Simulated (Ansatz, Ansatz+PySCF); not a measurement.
```yaml
atoms:
  - { symbol: Cu, position_ang: [0.0000, 0.0000, 0.0000] }
  - { symbol: O, position_ang: [0.0000, 0.0000, 3.9560] }
```

Basis set: def2-SVP (spherical functions). Charge 0, multiplicity 2.

Computed with Ansatz (development build ahead of 0.2.0); each method stands on the lowest determinant of its kind that the runs found.

The atomization energy at this shape (free ground-state atoms in the same class of orbitals less the molecule, no zero-point energy) of doublet CuO:

```
method  atomization energy
   UHF          0.0 kJ/mol
```

**Question.** What does PBE0 (unrestricted) give?

**Answer.** 10.1 kJ/mol. Caution: the shape is not the minimum; the unrestricted determinant is a mixture of spin states. Caution for PBE0 (unrestricted): charge can spread falsely over distant fragments.
